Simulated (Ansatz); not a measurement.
CH7OPSi can be A, `C[SiH2]OP`, or B, `CO[SiH2]P`.

Calculated with Ansatz (gas phase, PBE0-D4/def2-TZVP geometries, no zero-point term in ΔE). CCSD(T)/CBS adds triple-zeta CCSD(T) − MP2 to the extrapolated MP2 energy (def2 sets, frozen cores). DFT in def2-TZVPP. B3LYP here is the variant with VWN-RPA as its local correlation; programs differ in this. Each species was taken in one conformer, which may not be the lowest.

Problem. Which is lower in electronic energy at CCSD(T)/CBS, and by how much? (An estimate is asked.)

Solution. Ansatz gave: A, by 16.5 kcal/mol.

Problem. Give E(B) − E(A) in kcal/mol with CCSD/def2-TZVPP, B3LYP-D4, B2PLYP, PBE0-D4, r2SCAN-D4, PBE-D4, MP2/def2-TZVPP. (Best estimate.)

Solution. Computed: CCSD/def2-TZVPP 16.4, B3LYP-D4 15.9, B2PLYP 16.6, PBE0-D4 13.7, r2SCAN-D4 15.0, PBE-D4 12.6, MP2/def2-TZVPP 17.2. None reverses the order clearly.

Largest T1 diagnostic: 0.012.

From PBE to PBE0 (25 % exact exchange), in def2-TZVPP and without D4, E(B) − E(A) moves by +1.1 kcal/mol. In def2-TZVPP, CCSD(T) changes the Hartree–Fock value by −2.7 kcal/mol (the triples alone add −0.6 kcal/mol) and MP2 by −1.4 kcal/mol.
